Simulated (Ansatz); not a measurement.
Wavefunction ladder for `NB1CC1=O`

Z-matrix (Å, degrees):
```
C
B 1 1.566
C 1 1.515 2 59.9
H 1 1.090 2 126.2 3 -106.9
H 1 1.094 2 114.8 3 103.9
N 2 1.371 1 146.1 3 177.6
O 3 1.197 1 139.3 2 -172.6
H 6 1.008 2 122.9 1 -1.6
H 6 1.006 2 122.9 1 178.4
```

The species carries charge 0 and has multiplicity 1. All single points use the PBE0-D4/def2-TZVP geometry. It is one conformer, not always the lowest. Frozen core, restricted reference, Ansatz. CBS rows extrapolate triple and quadruple zeta; past MP2 they add the triple-zeta difference.

| basis | HF (Eh) | MP2 corr. | CCSD corr. | (T) | CCSD(T) total |
| --- | --- | --- | --- | --- | --- |
| def2-SVP | -231.84776 | -0.68754 | -0.72042 | -0.02512 | -232.59330 |
| def2-TZVPP | -232.11747 | -0.84793 | -0.87010 | -0.03963 | -233.02720 |
| def2-QZVPP | -232.12784 | -0.90775 | – | – | – |
| CBS(def2) | -232.12926 | -0.95206 | -0.97423 | as TZ | -233.14312 |
